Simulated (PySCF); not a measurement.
Correlation energy of Sc⁺ (scandium, charge +1)

[Ar] 3d1 4s1, high-spin 3D determinant. All numbers are calculated (PySCF 2.14, no relativity, point nucleus, in 6-31G* (5s4p2d1f, 34 functions)). Frozen: [Ar]; 2 electrons correlated.

Total MP2 correlation energy: -1.38 mhartree.

Same-spin part -1.38 and opposite-spin part 0.00 mhartree; SCS-MP2 scales them by 1/3 and 6/5 to -0.46 mhartree.
